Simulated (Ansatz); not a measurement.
Program: Ansatz 0.2.0.

A structure relaxed at PBE0-D4/def2-TZVP, charge 0, multiplicity 1:

```
atom    x (Å)    y (Å)    z (Å)
  C1  -0.4487   1.8054   0.2818
  N2  -0.1302   0.3967   0.0170
 Si3   0.2130   0.0640  -1.6559
  O4   0.4821  -1.5298  -1.8860
 Si5  -0.1803  -0.7078   1.2993
  O6   0.7874  -1.9706   0.8854
  F7   0.3742   0.0057   2.6141
  H8  -1.4799   2.0497   0.0073
  H9  -0.3058   2.0497   1.3356
 H10   0.2171   2.4613  -0.2892
 H11   1.3771   0.9113  -2.0368
 H12  -0.9418   0.4518  -2.5055
 H13   0.8771  -1.9861  -1.1336
 H14  -1.5133  -1.2146   1.6910
 H15   0.6720  -2.7869   1.3754
```

**Question.** Give its formula and SMILES.

**Answer.** CH8FNO2Si2, `CN([SiH2]O)[SiH](O)F`.

**Question.** Point group (tolerance 0.08 Å, 0.16 Å for H)?

**Answer.** C1.

**Question.** Summarise the bond lengths by kind.

**Answer.** 1 × C–N 1.468 Å; 3 × C–H 1.091 to 1.095 Å; 2 × N–Si 1.693 to 1.740 Å; 2 × O–Si 1.633 to 1.644 Å; 3 × H–Si 1.479 to 1.489 Å; 2 × H–O 0.959 to 0.964 Å; 1 × F–Si 1.595 Å.
